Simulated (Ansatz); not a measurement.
Born–Oppenheimer molecular dynamics of BrClF$_{3}$HHf (7 atoms, charge 0, multiplicity 1). It starts at the highest image of a converged band, a first-order saddle point between two minima.

These are results of Ansatz 0.2.0, RHF/def2-SVP, not measurements.

```
ensemble                      : NVE (velocity Verlet)
time step                     : 0.5 fs
steps asked                   : 200
starting velocities drawn for : 300 K
seed                          : 3441
```

First frame:

```xyz
7
Properties=species:S:1:pos:R:3
Hf -0.299 0.000 0.007
Cl 0.024 0.000 2.611
F 1.600 0.000 -0.105
F -0.700 1.562 -0.991
F -0.700 -1.562 -0.991
Br -2.839 0.000 1.280
H -1.519 0.000 2.368
```

How far do the bonds stretch over the last three quarters of this one trajectory? (Pairs bonded in most of those frames.)


```tsv
bond	mean (Å)	spread (Å)	shortest	longest
Hf1–Cl2	2.412	0.105	2.27	2.61
Hf1–F3	1.899	0.011	1.88	1.92
Hf1–F4	1.913	0.003	1.91	1.92
Hf1–F5	1.910	0.011	1.89	1.93
Hf1–Br6	3.313	0.230	2.97	3.73
Br6–H7	1.415	0.052	1.34	1.49
```

Mean temperature of the second half: 1330 K. The conserved energy stayed within 0.15 meV per atom of its start (net change -0.13 meV per atom), so the integration is sound. The kinetic energy rose, since the run started high on the potential surface and went downhill. It ends in pieces (BrH + ClF3Hf), so much of that is their flight and rotation, not heat. A run of 0.1 ps of so small a system gives no equilibrium averages. The orbitals stay closed-shell, which can raise the energy where a bond breaks towards radicals; this wasn't checked here.

The run took 9 min on 2 threads of Arm Neoverse V2 (shared host), peak memory 0.34 GiB.
